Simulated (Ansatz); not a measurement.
`NC(=O)[SiH3]` and `N[C](=O)[GeH2][Cl]` differ in one atom or group.

Ansatz, PBE0-D4/def2-TZVP geometries, multiplicity 1. Each molecule was computed in one conformer, which needn't be the lowest.

Scalar relativity is left out up to krypton.

```csv
property,`NC(=O)[SiH3]`
size of the dipole moment (ωB97M-V/def2-TZVPP) / D,3.59
HOMO energy (PBE0/def2-TZVPP) / eV,-7.13
HOMO–LUMO gap (ωB97M-V/def2-TZVPP) / eV,11.26
HOMO–LUMO gap (PBE0/def2-TZVPP) / eV,6.81
LUMO energy (B3LYP/def2-TZVPP) / eV,-0.55
LUMO energy (ωB97M-V/def2-TZVPP) / eV,1.80
```

Question: What does the change do to each property? (Estimate.)

Answer: Computed: 
```
                                          property  `N[C](=O)[GeH2][Cl]`  shift
size of the dipole moment (ωB97M-V/def2-TZVPP) / D                  1.69  -1.90
                HOMO energy (PBE0/def2-TZVPP) / eV                 -7.36  -0.23
           HOMO–LUMO gap (ωB97M-V/def2-TZVPP) / eV                 11.31   0.05
              HOMO–LUMO gap (PBE0/def2-TZVPP) / eV                  7.00   0.19
               LUMO energy (B3LYP/def2-TZVPP) / eV                 -0.60  -0.05
             LUMO energy (ωB97M-V/def2-TZVPP) / eV                  1.70  -0.10
```

Dipoles are sizes alone; their direction can turn.

B3LYP here is the variant with VWN-RPA as its local correlation; programs differ in this.
